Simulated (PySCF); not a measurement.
BrCl₂⁻ (singlet). Method: PBE0/[Br def2-TZVPD, Cl def2-TZVPD], no relativity, density fitting, PySCF.

Harmonic bands of its minimum:

```
ω (cm⁻¹)  IR (km/mol, summed over degenerate members)  degeneracy
     126                                          5.6           2
     239                                          322           1
     265                                          0.0           1
```

The central atom is Br. Infer the point group and assign the bands.

D∞h. The modes span πu + σu+ + σg+: 126 πu, 239 σu+, 265 σg+. The computed geometry has Br–Cl 2.412 Å (×2); Cl–Br–Cl 180.0°.

Only a few start shapes were tried, so a lower isomer may exist. The lowest empty level of this anion is unbound, so it and the gap depend on the basis.
